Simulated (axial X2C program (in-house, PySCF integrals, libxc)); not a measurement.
## How the levels of TmNC⁺ (f13 s0 orbitals) move with the bond length

Computed with an in-house all-electron X2C program for linear molecules (integrals from PySCF): two-component X2C with atomic mean-field Coulomb and Gaunt terms, basis Tm dyall-v3z, N dyall-v3z, C dyall-v3z (cores contracted in-house). Orbitals come from Hartree–Fock averaged over the configuration Tm f13 s0; CI then distributes these electrons over the f, s shells of Tm.

At Tm–N–C held linear, bonds 2.185 and 1.170 Å (the second held):

```json
{"Ω": "1/2", "energy (cm⁻¹)": "0", "g∥": "1.17", "configuration": "100% f13"}
{"Ω": "3/2", "energy (cm⁻¹)": "215", "g∥": "3.46", "configuration": "100% f13"}
{"Ω": "5/2", "energy (cm⁻¹)": "546", "g∥": "5.75", "configuration": "100% f13"}
{"Ω": "7/2", "energy (cm⁻¹)": "1040", "g∥": "8.00", "configuration": "100% f13"}
{"Ω": "1/2", "energy (cm⁻¹)": "8637", "g∥": "0.83", "configuration": "100% f13"}
{"Ω": "3/2", "energy (cm⁻¹)": "8980", "g∥": "2.54", "configuration": "100% f13"}
{"Ω": "5/2", "energy (cm⁻¹)": "9544", "g∥": "4.25", "configuration": "100% f13"}
```

g∥ is the magnitude of 2⟨Lz + ge Sz⟩ for the +Ω component. The lowest 14 levels at most are listed.

At Tm–N–C held linear, bonds 2.272 and 1.170 Å (the second held):

```tsv
Ω	energy (cm⁻¹)	g∥	configuration
1/2	0	1.17	100% f13
3/2	208	3.46	100% f13
5/2	540	5.75	100% f13
7/2	1028	8.00	100% f13
1/2	8636	0.83	100% f13
3/2	8971	2.54	100% f13
5/2	9532	4.25	100% f13
```

The lowest level lies 443 cm⁻¹ above the lowest at the first distance.

(1) How does the gap from the lowest to the fifth level change between the two distances?

There is no dynamic correlation: spin–orbit spacings and, for f shells, spacings inside one term are the most reliable numbers, splittings between terms come out too wide, and energies between configurations are not reliable, so the lowest level need not be the ground state of the molecule. At most 4 roots were kept for each Ω > 0 (twice that for Ω = 0) within 2.2 eV of the lowest, so higher up levels can be missing between those listed; levels with Ω > 0 are doubly degenerate and listed once, Ω = 0 levels singly. States that fill the shells left empty in the average are placed too high. The molecule was held linear; bending was not examined.

Answers

(1) From 8637 to 8636 cm⁻¹, a factor of 1.00.
